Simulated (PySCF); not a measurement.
## NMR parameters from quadrupole coupling constants

Species: C6H9FN2Si.
Geometry (GFN2-xTB, Å), atoms numbered from 1 in this order:
```
atom  x, y, z in Å
C1    -3.4454   -0.9494   -0.1054
N2    -2.0220   -0.7396    0.0175
Si3   -1.2469    0.7755   -0.0067
F4    -1.4945    1.4276   -1.4693
C5     0.5891    0.4137    0.2080
C6     1.5738    1.3010   -0.2147
C7     2.9070    0.9870   -0.0145
C8     3.2194   -0.2088    0.6117
C9     2.1725   -1.0310    1.0009
N10    0.9011   -0.7338    0.8099
H11   -3.9575   -0.9091    0.8619
H12   -3.8596   -0.1738   -0.7450
H13   -3.6438   -1.9203   -0.5625
H14   -1.5547   -1.4812    0.5182
H15   -1.7281    1.8448    0.8669
H16    1.2870    2.2211   -0.7005
H17    3.6885    1.6601   -0.3386
H18    4.2438   -0.4960    0.7931
H19    2.3605   -1.9784    1.4919
```

Computed at PBE0/pcSseg-1 (PySCF, non-relativistic):

```csv
atom,environment,nucleus,spin I,Q (b),CQ = χzz (MHz),η
N2,silicon-bound nitrogen,14N,1,0.02044,-4.716,0.389
N10,pyridine-type nitrogen,14N,1,0.02044,-5.492,0.385
```

Problem. At 7.05 T, set νQ = 3|CQ|/[2I(2I − 1)] beside the Larmor frequency (|g| × 7.62259 MHz/T × B; g(14N) = 0.40376), and give PQ = |CQ|√(1 + η²/3).

Solution. 
```json
{"atom": "N2", "PQ (MHz)": "4.833", "νQ (MHz)": "7.073", "ν0 (MHz)": "21.70", "νQ/ν0": "0.326"}
{"atom": "N10", "PQ (MHz)": "5.626", "νQ (MHz)": "8.237", "ν0 (MHz)": "21.70", "νQ/ν0": "0.380"}
```

For N2: PQ = 4.716 × 1.0249, νQ = 4.716 × 1.5000, ν0 = 3.0777 MHz/T × 7.05 T.

For N2 and N10 νQ isn't small against ν0, so the high-field expansions of solid-state NMR fail there at this field.

Problem. In the extreme-narrowing limit, with isotropic tumbling and one correlation time, the quadrupolar linewidth goes as PQ². What relative widths follow for the 14N sites?

Solution. N10 1, N2 0.74, with N10 as 1.

Problem. Quadrupolar 1/T1 and linewidth for τc = 8 ps (extreme narrowing, isotropic tumbling)?

Solution. Rate = (3π²/10) PQ² τc (2I + 3)/[I²(2I − 1)], the same for T1 and T2; width = rate/π.

```
      site  spin factor (2I + 3)/[I²(2I − 1)]  1/T1 (s⁻¹)  T1 (ms)  linewidth (Hz)
 14N at N2                              5.000        2770    0.361             881
14N at N10                              5.000        3750    0.267            1190
```

The couplings are those of the rigid, isolated species; surroundings and motion change them. GFN2-xTB bond lengths can be off by several hundredths of an ångström, more for odd bonds, and the gradients follow them. The small basis limits the accuracy of the gradients.

One conformer stands for the species.
